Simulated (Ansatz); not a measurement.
`O[CH](F)[SnH3]`. Charge 0, multiplicity 1. Sn: def2 effective core potential. The structure was optimised at the PBE0-D4/def2-TZVP level. It is one conformer, not always the lowest.

```xyz
9

O    -1.544    0.616    0.847
C    -0.613    0.795   -0.148
F     0.112    1.961    0.079
Sn    0.820   -0.856   -0.338
H    -1.102    0.375    1.668
H    -1.179    0.952   -1.069
H     1.186   -1.317    1.270
H     0.087   -2.162   -1.154
H     2.231   -0.364   -1.154
```

Question: What is the dipole moment at r2SCAN/def2-TZVPP? (An estimate is asked.)

Answer: The calculation gave: 1.31 D, with components (0.26, -1.28, 0.11) D in this frame, pointing from negative to positive charge.

Question: And with PBE, B3LYP, ωB97M-V? (Best estimate.)

Answer: Ansatz gave: PBE 1.21 D, B3LYP 1.43 D, ωB97M-V 1.52 D.

Question: Give the Mulliken charges with r2SCAN, B3LYP, PBE in def2-TZVPP. (Best estimate.)

Answer: Computed: 
```tsv
atom	r2SCAN	B3LYP	PBE
O1	-0.31	-0.30	-0.26
C2	0.13	0.07	0.03
F3	-0.22	-0.23	-0.19
Sn4	0.48	0.52	0.44
H5	0.22	0.20	0.20
H6	0.06	0.11	0.10
H7	-0.13	-0.13	-0.12
H8	-0.11	-0.12	-0.11
H9	-0.11	-0.11	-0.10
```

B3LYP here is the variant with VWN-RPA as its local correlation; programs differ in this.
